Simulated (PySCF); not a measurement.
# Ni(2+): excitation energy

Ni(2+) [Ar] 3d8 (3F) → Ni(2+) [Ar] 3d7 4s1 (5F), as a difference of total energies. Calculation: PySCF 2.14, in aug-cc-pVTZ; no relativity, point nucleus. Correlated levels: valence: [Ar] frozen. The calculations carry no spin-orbit coupling.

```tsv
method	excitation energy (eV)
UHF	5.650
LDA	7.343
PBE	7.145
PBE0	7.004
r2SCAN	7.067
revPBE	7.179
MN15	8.324
M06-2X	7.098
PBEsol	7.220
MP2 (valence)	7.274
SCS-MP2 (valence)	7.437
```

Problem. How much does correlation contribute at MP2 (valence)?

Solution. 7.274 − (5.650) = 1.624 eV, measured against UHF.

A first-order spin-orbit estimate (lowest level to lowest level, LS coupling) adds -0.011 eV.
